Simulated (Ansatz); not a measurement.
Reaction (hydrogenolysis of the Si–I bond): `C[Si](F)(F)I` + H₂ → `C[SiH](F)F` + HI

Isolated molecules relaxed with PBE0-D4/def2-TZVP in Ansatz; ΔE leaves out vibrations. CCSD(T)/CBS adds triple-zeta CCSD(T) − MP2 to the extrapolated MP2 energy (def2 sets, frozen cores). This one scheme is used for every species. Functionals use def2-TZVPP. def2 core potentials past Kr. For I outer-core shells are correlated without core-valence functions, which leaves a few kJ/mol of doubt a bond.

| level | ΔE (kJ/mol) |
| --- | --- |
| r2SCANh-D4 | 70.7 |
| B2PLYP | 58.0 |
| PBE-QIDH | 65.9 |
| r2SCANh | 68.7 |
| BHLYP | 49.2 |
| CAM-B3LYP | 49.2 |
| MP2/def2-SVP | 52.8 |
| HF/def2-QZVPP | 40.9 |

**Question.** What does CCSD(T)/CBS give? (Best estimate.)

**Answer.** Ansatz gave: +67.9 kJ/mol. The listed levels differ from it by 2.8, -9.9, -2.0, 0.8, -18.7, -18.7, -15.1, -27.0 kJ/mol.

**Question.** What do rigid-rotor, harmonic-oscillator terms from PBE0-D4/def2-TZVP frequencies (298.15 K, 1 bar) make of the CCSD(T)/CBS value? (An estimate is asked.)

**Answer.** Ansatz gave: ΔZPE = +6.7 kJ/mol, ΔH = +70.9 kJ/mol, ΔS = 25 J/(mol·K), ΔG = +63.3 kJ/mol.

Largest T1 diagnostic among the species: 0.011.

Leaving LDA and LC-ωPBE aside and taking each functional with its dispersion term where it has one, the values, not all of them listed here, spread over 18.4 kJ/mol, from CAM-B3LYP-D4 to revPBE-D4. At CCSD(T), def2-SVP lies −26.2 kJ/mol from the extrapolated value and def2-TZVPP −10.1 kJ/mol. The D4 term adds +13.0 kJ/mol with B3LYP and +6.9 kJ/mol with PBE0; it sums over pairs of atoms, weighted by their polarisabilities, and B3LYP, whose exchange is more repulsive, gets the larger term.

B3LYP here is the variant with VWN-RPA as its local correlation; programs differ in this.
